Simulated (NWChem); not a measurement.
All runs are NWChem calculations. System: cyclohexane (C$_{6}$H$_{12}$), charge 0, spin multiplicity 1, at a geometry optimised with PBE0/def2-SVP. Level: evGW@PBE/def2-SVP, RI basis def2-svp-rifit, 6 cycles.

The NWChem input:

```
start mol
memory heap 200 mb stack 700 mb global 1700 mb
geometry units angstroms nocenter noautoz
  C      0.713371    -0.271621     1.262394
  C     -0.713371     0.271621     1.262394
  C     -1.468670    -0.137025     0.000000
  C     -0.713371     0.271621    -1.262394
  C      0.713371    -0.271621    -1.262394
  C      1.468670     0.137025     0.000000
  H      0.679964    -1.375204     1.322089
  H      1.254222     0.068737     2.160830
  H     -1.254222    -0.068737     2.160830
  H     -0.679964     1.375204     1.322089
  H     -1.605906    -1.234182     0.000000
  H     -2.481123     0.299449     0.000000
  H     -1.254222    -0.068737    -2.160830
  H     -0.679964     1.375204    -1.322089
  H      1.254222     0.068737    -2.160830
  H      0.679964    -1.375204    -1.322089
  H      1.605906     1.234182     0.000000
  H      2.481123    -0.299449     0.000000
  symmetry group C2h
end
basis spherical
  * library def2-svp
end
basis "ri basis" bse spherical
  * library def2-svp-rifit
end
dft
  xc xpbe96 cpbe96
  iterations 100
  direct
  tolerances tight
end
task dft energy
gw
  evgw 6
  states alpha occ -1 vir -1
end
task dft gw
```

Part of the output:

```
             Northwest Computational Chemistry Package (NWChem) 7.3.0
             --------------------------------------------------------

                                NWChem Input Module
                                -------------------

 Scaling coordinates for geometry "geometry" by  1.889725989
 (inverse scale =  0.529177249)

 Turning off AUTOSYM since
 SYMMETRY directive was detected!

                             Geometry "geometry" -> ""
                             -------------------------

 Output coordinates in angstroms (scale by  1.889725989 to convert to a.u.)

  No.       Tag          Charge          X              Y              Z
 ---- ---------------- ---------- -------------- -------------- --------------
    1 C                    6.0000     0.71337100    -0.27162100     1.26239400
    2 C                    6.0000    -0.71337100     0.27162100     1.26239400
    3 C                    6.0000    -1.46867000    -0.13702500     0.00000000
    4 C                    6.0000    -0.71337100     0.27162100    -1.26239400
    5 C                    6.0000     0.71337100    -0.27162100    -1.26239400
    6 C                    6.0000     1.46867000     0.13702500     0.00000000
    7 H                    1.0000     0.67996400    -1.37520400     1.32208900
    8 H                    1.0000     1.25422200     0.06873700     2.16083000
    9 H                    1.0000    -1.25422200    -0.06873700     2.16083000
   10 H                    1.0000    -0.67996400     1.37520400     1.32208900
   11 H                    1.0000    -1.60590600    -1.23418200     0.00000000
   12 H                    1.0000    -2.48112300     0.29944900     0.00000000
   13 H                    1.0000    -1.25422200    -0.06873700    -2.16083000
   14 H                    1.0000    -0.67996400     1.37520400    -1.32208900
   15 H                    1.0000     1.25422200     0.06873700    -2.16083000
   16 H                    1.0000     0.67996400    -1.37520400    -1.32208900
   17 H                    1.0000     1.60590600     1.23418200     0.00000000
   18 H                    1.0000     2.48112300    -0.29944900     0.00000000

 Effective nuclear repulsion energy (a.u.)     255.9147294062

            Nuclear Dipole moment (a.u.)
            ----------------------------
        X                 Y               Z
 ---------------- ---------------- ----------------
     0.0000000000     0.0000000000    -0.0000000000

      Symmetry information
      --------------------

 Group name             C2h
 Group number             21
 Group order               4
 No. of unique centers     6

      Symmetry unique atoms

     1    3    7    8   11   12


 Summary of "ao basis" -> "" (spherical)
 ------------------------------------------------------------------------------
       Tag                 Description            Shells   Functions and Types
 ---------------- ------------------------------  ------  ---------------------
 *                          def2-svp                  on all atoms

 new library libraries.bse/

 Summary of "ri basis" -> "" (spherical)
 ------------------------------------------------------------------------------
       Tag                 Description            Shells   Functions and Types
 ---------------- ------------------------------  ------  ---------------------
 *                       def2-svp-rifit               on all atoms

  pbe96 is a nonlocal functional; adding pw91lda local functional.

                                 NWChem DFT Module
[...]
@GW         9        -23.250           0.000
@GW        10        -19.573           0.000
@GW        11        -19.570           0.000
@GW        12        -18.160           0.000
@GW        13        -16.081           0.000
@GW        14        -15.029           0.000
@GW        15        -14.807           0.000
@GW        16        -14.808           0.000
@GW        17        -12.558           0.000
@GW        18        -12.995           0.000
@GW        19        -12.993           0.000
@GW        20        -12.037           0.000
@GW        21        -12.037           0.000
@GW        22        -11.306           0.000
@GW        23        -10.587           0.000
@GW        24        -10.587           0.000
@GW        25          3.938           0.000
@GW        26          4.587           0.000
@GW        27          5.090           0.000
@GW        28          5.091           0.000
@GW        29          6.331           0.000
@GW        30          6.395           0.000
@GW        31          6.395           0.000
@GW        32          6.599           0.000
@GW        33          6.763           0.000
@GW        34          6.763           0.000
@GW        35          7.339           0.000
@GW        36          7.339           0.000
@GW        37          9.408           0.000
@GW        38          9.408           0.000
@GW        39          9.267           0.000
@GW        40         10.358           0.000
@GW        41         10.358           0.000
@GW        42         11.028           0.000
@GW        43         14.481           0.000
@GW        44         14.858           0.000
@GW        45         15.352           0.000
@GW        46         15.352           0.000
@GW        47         15.868           0.000
@GW        48         16.408           0.000
@GW        49         16.408           0.000
@GW        50         20.244           0.000
@GW        51         20.245           0.000
@GW        52         20.898           0.000
@GW        53         20.898           0.000
@GW        54         20.967           0.000
@GW        55         20.897           0.000
@GW        56         21.832           0.000
@GW        57         21.832           0.000
@GW        58         21.784           0.000
@GW        59         22.376           0.000
@GW        60         22.012           0.000
@GW        61         22.012           0.000
@GW        62         22.605           0.000
@GW        63         22.843           0.000
@GW        64         22.844           0.000
@GW        65         23.048           0.000
@GW        66         23.049           0.000
@GW        67         23.474           0.000
@GW        68         23.475           0.000
@GW        69         23.433           0.000
@GW        70         23.438           0.000
@GW        71         25.390           0.000
@GW        72         28.107           0.000
@GW        73         28.111           0.000
@GW        74         31.906           0.000
@GW        75         33.821           0.000
@GW        76         33.820           0.000
@GW        77         34.777           0.000
@GW        78         34.784           0.000
@GW        79         38.416           0.000
@GW        80         37.995           0.000
@GW        81         37.996           0.000
@GW        82         40.470           0.000
@GW        83         41.329           0.000
@GW        84         41.329           0.000
@GW        85         42.282           0.000
@GW        86         47.041           0.000
@GW        87         47.041           0.000
@GW        88         48.858           0.000
@GW        89         51.647           0.000
@GW        90         51.735           0.000
@GW        91         51.737           0.000
@GW        92         52.696           0.000
@GW        93         52.699           0.000
@GW        94         53.327           0.000
@GW        95         53.328           0.000
@GW        96         53.493           0.000
@GW        97         54.312           0.000
@GW        98         54.439           0.000
@GW        99         54.530           0.000
@GW       100         55.484           0.000
@GW       101         55.533           0.000
@GW       102         55.534           0.000
@GW       103         55.720           0.000
@GW       104         55.722           0.000
@GW       105         55.908           0.000
@GW       106         55.906           0.000
@GW       107         56.636           0.000
@GW       108         56.637           0.000
@GW       109         58.811           0.000
@GW       110         58.500           0.000
@GW       111         60.063           0.000
@GW       112         60.065           0.000
@GW       113         61.100           0.000
@GW       114         61.803           0.000
@GW       115         61.807           0.000
@GW       116         66.074           0.000
@GW       117         66.073           0.000
@GW       118         66.622           0.000
@GW       119         66.620           0.000
@GW       120         67.538           0.000
@GW       121         71.737           0.000
@GW       122         71.738           0.000
@GW       123         71.161           0.000
@GW       124         72.838           0.000
@GW       125         72.837           0.000
@GW       126         74.694           0.000
@GW       127         73.830           0.000
@GW       128         77.234           0.000
@GW       129         77.242           0.000
@GW       130         77.555           0.000
@GW       131         77.554           0.000
@GW       132         80.356           0.000
@GW       133         83.493           0.000
@GW       134         84.914           0.000
@GW       135         84.913           0.000
@GW       136         86.150           0.000
@GW       137         87.282           0.000
@GW       138         87.280           0.000
@GW       139         89.086           0.000
@GW       140         89.081           0.000
@GW       141         89.343           0.000
@GW       142         90.081           0.000
@GW       143         90.082           0.000
@GW       144         92.343           0.000

     GW Timing Statistics
   ------------------------
   Init.   :          0.0s
     ERIs  :          2.8s
     Distr.:          0.2s
     Vxc   :          0.5s
   Sigma_x :          0.0s
   RPA     :         52.0s
   Wmn     :         14.0s
   Sigma_c :          8.6s
   GW total:         78.4s

 Task  times  cpu:       78.4s     wall:       78.4s

 Total times  cpu:       87.9s     wall:       87.9s
```
